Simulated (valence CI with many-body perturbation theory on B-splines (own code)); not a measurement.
# Ta LXI: fill in the table

Computed by relativistic CI+MBPT: three valence electrons over a frozen Dirac-Fock core [Ne], radial functions for each j: 11 s, 11 p, 10 d, 8 f, 5 g, 2 h, with the one-electron correlation potential Σ1, the two-electron term Σ2, the three-electron term Σ3, Breit, model QED; selected CI, second order for the rest, scaled by the run's own slope (own B-spline code, finite nucleus).

No measured spectrum was set against this ion. As an estimate, large intervals hold to a few tenths of a per cent, small ones and those within an open d or f shell to about a per cent.

| Level | E (× 10³ cm⁻¹) |
| --- | --- |
| (3s^2 3p1/2) J=1/2 | 0.00 |
| (3s 3p1/2^2) J=1/2 | ? |
| (3s^2 3p3/2) J=3/2 | ? |
| (3s 3p1/2 3p3/2) J=3/2 [a] | 3829.6 |
| (3s 3p1/2 3p3/2) J=5/2 | 3973.3 |
| (3s 3p1/2 3p3/2) J=3/2 [b] | ? |
| (3s 3p1/2 3p3/2) J=1/2 | ? |
| (3s^2 3d3/2) J=3/2 | 4600.7 |
| (3s^2 3d5/2) J=5/2 | ? |
| (3p1/2^2 3p3/2) J=3/2 | 5437.9 |
| (3s 3p1/2 3d3/2) J=3/2 [a] | ? |
| (3s 3p1/2 3d3/2) J=5/2 | 5643.5 |
| (3s 3p1/2 3d3/2) J=1/2 | 5853.2 |
| (3s 3p1/2 3d3/2) J=3/2 [b] | 5904.4 |
| (3s 3p1/2 3d5/2) J=5/2 [a] | 6266.6 |
| (3s 3p1/2 3d5/2) J=7/2 | 6377.8 |
| (3s 3p1/2 3d5/2) J=5/2 [b] | 6459.8 |
| (3s 3p1/2 3d5/2) J=3/2 | 6499.2 |
| (3s 3p3/2^2) J=5/2 | 6674.8 |
| (3s 3p3/2^2) J=1/2 | 6970.0 |

Levels are named by their leading jj configuration (3d3/2^4 stands for four electrons in 3d with j = 3/2), which in mixed levels can hold well under half, so a name can repeat and another be missing. Letters in brackets count levels of one name in rising energy.

Problem. The levels stand in rising order. What does the calculation give for the missing energies?

Solution. (3s 3p1/2^2) J=1/2 1321.1; (3s^2 3p3/2) J=3/2 2748.0; (3s 3p1/2 3p3/2) J=3/2 [b] 4141.6; (3s 3p1/2 3p3/2) J=1/2 4221.0; (3s^2 3d5/2) J=5/2 5153.4; (3s 3p1/2 3d3/2) J=3/2 [a] 5545.4.
